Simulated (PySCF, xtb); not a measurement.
CH₆GeOSi, SMILES [CH2]1O[SiH2][GeH2]1.

xtb with GFN2-xTB at its own geometry gives an orbital gap of 4.11 eV and a dipole moment of 1.31 D.

Geometry: TPSSh-D3(BJ)/def2-SVP. The structure was generated by enumeration, and PubChem lists no compound with its InChIKey, so it may never have been made.

Problem. What does HF/def2-TZVP (PySCF) give? (Estimate from the structure and the level; the computed values follow.)

Solution. gap 12.75 eV (levels -10.03 and 2.72 eV), dipole 1.48 D.
